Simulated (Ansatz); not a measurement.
Consider the substitution at a C–O bond: `BC[O][GaH2]` + `FCS` → `BCSCF` + `[OH][GaH2]`.

Isolated molecules relaxed with PBE0-D4/def2-TZVP in Ansatz; ΔE leaves out vibrations. CBS: MP2 limit from def2 TZ/QZ plus the TZ coupled-cluster correction, frozen cores. Functionals use def2-TZVPP. For Ga outer-core shells are correlated without core-valence functions, which leaves a few kJ/mol of doubt a bond. Scalar relativity is left out up to krypton. One conformer a species, not always the lowest.

Q: Is it downhill or uphill in electronic energy at CCSD(T)/CBS, and by how much? (Best estimate.)

A: Computed: Downhill: ΔE = -64.0 kJ/mol.

Q: What do these levels give: ωB97M-V, r2SCAN, SCS-MP2/def2-TZVPP, HF/def2-QZVPP, MP2/def2-QZVPP, MP2/CBS(def2)? (An estimate is asked.)

A: Ansatz gave: ωB97M-V -59.9, r2SCAN -58.3, SCS-MP2/def2-TZVPP -63.5, HF/def2-QZVPP -54.6, MP2/def2-QZVPP -71.6, MP2/CBS(def2) -73.5 kJ/mol.

Largest T1 diagnostic among the species: 0.015.

In def2-TZVPP, CCSD(T) changes the Hartree–Fock value by −4.9 kJ/mol (the triples alone add −0.9 kJ/mol) and MP2 by −14.4 kJ/mol.
